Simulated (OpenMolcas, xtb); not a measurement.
**How methods differ on GaNH2ClF (SMILES [NH2][Ga]([F])[Cl])**

The species is GaNH2ClF (6 atoms), meant as a singlet with charge 0. As SMILES, `[NH2][Ga]([F])[Cl]`. The coordinates come from a PBE0-D4/def2-TZVP relaxation.

Quantity: the vertical ionisation energy (to the doublet cation), in eV. The values are calculated.

```tsv
level	kind	program	value (eV)	less CCSD(T)/6-31G*	CPU time (all runs)
GFN1-xTB	semi-empirical	xtb	14.96	+4.81	under 2 s
HF/6-31G* (spherical functions)	Hartree–Fock	OpenMolcas	9.20	-0.95	24 s
SVWN5/6-31G* (spherical functions)	LDA	OpenMolcas	10.36	+0.21	92 s
BLYP/6-31G* (spherical functions)	GGA	OpenMolcas	9.94	-0.21	94 s
revPBE/6-31G* (spherical functions)	GGA	OpenMolcas	10.05	-0.10	2 min
TPSS/6-31G* (spherical functions)	meta-GGA	OpenMolcas	10.09	-0.06	2.8 min
PBE0/6-31G* (spherical functions)	global hybrid	OpenMolcas	10.39	+0.24	78 s
CCSD(T)/6-31G* (spherical functions), open shells restricted	coupled cluster or CI	OpenMolcas	10.15	0.00	2.5 min
```

CCSD(T)/6-31G* (spherical functions), open shells restricted is the highest level here, not the true value. All-electron rows without a relativistic Hamiltonian named are non-relativistic. The values span 9.20 to 14.96 eV. The xTB values lack the empirical shift that such differences need. In the correlated wave-function rows the outer d shell of Ga is correlated, in sets not made for it. Times are those of the runs behind each value, whatever else they computed, on shared processors of several kinds: orders of magnitude only.
